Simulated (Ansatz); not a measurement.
Reaction (atomization): `O[CH2][Al]([SH])[Br]` → Al• + Br• + C• + 4 H• + O• + S•

Isolated molecules relaxed with PBE0-D4/def2-TZVP in Ansatz; ΔE leaves out vibrations. CCSD(T)/CBS is the MP2 limit (def2-TZVPP, def2-QZVPP) plus CCSD(T) − MP2 in def2-TZVPP, frozen cores. This one scheme is used for every species, atoms too. DFT in def2-TZVPP. Open shells (•) are unrestricted, without spin–orbit coupling. Spin–orbit coupling would lower the free atoms: a little for Al, C, O, S; clearly for Br. For Br outer-core shells are correlated without core-valence functions, so the limit isn't a true one: a few kJ/mol of doubt a bond, and 10 to 20 or more in all where bonds break to atoms. Scalar relativity is left out up to krypton. Each species was taken in one conformer, which may not be the lowest.

```
             level  ΔE (kJ/mol)  difference from CCSD(T)/CBS
            B97M-V       3050.2                         -3.3
        r2SCAN0-D4       3001.8                        -51.7
          PBE-QIDH       3016.9                        -36.6
           r2SCAN0       2995.3                        -58.2
         CAM-B3LYP       3004.2                        -49.3
           LC-ωPBE       3010.0                        -43.5
     CCSD/def2-SVP       2798.5                       -255.0
SCS-MP2/def2-TZVPP       2989.2                        -64.3
   CCSD/def2-TZVPP       2899.7                       -153.8
CCSD(T)/def2-TZVPP       2953.1                       -100.4
       CCSD(T)/CBS       3053.5                            0
```

Largest T1 diagnostic among the species: 0.018.

Leaving LDA and LC-ωPBE aside and taking each functional with its dispersion term where it has one, the values, not all of them listed here, spread over 167.4 kJ/mol, from BHLYP-D4 to PBE-D4. LDA lies +424.0 kJ/mol from PBE without D4, its usual overbinding. The D4 term adds +35.1 kJ/mol with B3LYP and +18.8 kJ/mol with PBE0; it sums over pairs of atoms, weighted by their polarisabilities, and B3LYP, whose exchange is more repulsive, gets the larger term.

B3LYP here is the variant with VWN-RPA as its local correlation; programs differ in this.

For atomizations the MP2-based limit and the directly extrapolated one differ by several kJ/mol either way, and by 10 to 25 for some Ge, Se and Sn compounds, so smaller differences from it don't rank the levels.
